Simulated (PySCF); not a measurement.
Species: C₂H₆FNSi.
Geometry (PBE0-D3(BJ)/def2-SVP, Å), atoms numbered from 1 in this order:
```xyz
11
C2H6FNSi angstrom
C     -2.0468    1.0134   -0.0312
N     -1.0204    0.6838   -0.6874
Si     0.0694   -0.6244   -0.3349
C      1.7719    0.0535   -0.0453
F     -0.4150   -1.4233    1.0078
H     -2.3968    0.4891    0.8823
H     -2.6646    1.8750   -0.3482
H      0.0026   -1.5875   -1.4644
H      2.1219    0.5993   -0.9346
H      1.7682    0.7500    0.8071
H      2.4858   -0.7556    0.1708
```

Computed, not measured: PySCF 2.14.0, density-fitted response routines, TDDFT wB97X-D/def2-SVPD, vertical, gas phase, core orbitals frozen in the response.

Ground-to-excited transition dipoles (e·a0, same axes as the geometry; the sign carries no meaning), for the states with f of 0.002 or more among the lowest 8:

```csv
state,E (eV),μx,μy,μz
S2,7.191,-0.194,0.105,0.031
S3,7.585,1.101,-0.550,-0.272
S4,8.050,0.494,-0.225,-0.277
S5,8.345,-0.091,0.201,-0.271
S6,8.430,-0.247,0.398,-0.268
S7,8.555,0.003,0.137,0.079
S8,8.692,-0.148,-0.016,0.106
```

Question: Work out the oscillator strengths.

Answer: f = (2/3) ΔE |μ|² with ΔE in hartree (27.2114 eV).

```json
{"state": "S2", "|μ|² (au)": "0.049", "|μ| (D)": "0.57", "f": "0.009"}
{"state": "S3", "|μ|² (au)": "1.588", "|μ| (D)": "3.20", "f": "0.295"}
{"state": "S4", "|μ|² (au)": "0.371", "|μ| (D)": "1.55", "f": "0.073"}
{"state": "S5", "|μ|² (au)": "0.122", "|μ| (D)": "0.89", "f": "0.025"}
{"state": "S6", "|μ|² (au)": "0.291", "|μ| (D)": "1.37", "f": "0.060"}
{"state": "S7", "|μ|² (au)": "0.025", "|μ| (D)": "0.40", "f": "0.005"}
{"state": "S8", "|μ|² (au)": "0.033", "|μ| (D)": "0.46", "f": "0.007"}
```

Question: Which bond between heavy atoms lies closest to the direction of the S3 transition dipole?

Answer: C1–N2, at 21° from it; next N2–Si3 at 34°.

Question: What angle do the transition dipoles of S3 and S5 make?

Answer: |cos θ| = |μa·μb| / (|μa| |μb|) = 0.31, so θ ≈ 72° (taken between 0 and 90°, since the signs are arbitrary).

Question: What peak molar absorption coefficient would the strongest computed level give as a lone Gaussian band 0.4 eV wide at half height?

Answer: ε(max) = 2.175×10⁸ f / FWHM, with the width in cm⁻¹. S3: 2.175×10⁸ × 0.2952 / 3226 ≈ 20000 L mol⁻¹ cm⁻¹.

All these states lie below the vertical ionisation energy of 9.69 eV (ΔSCF).

Time: 32 s wall. Hardware: one thread of an Arm Neoverse V1, on a shared host.

One conformer stands for the species.
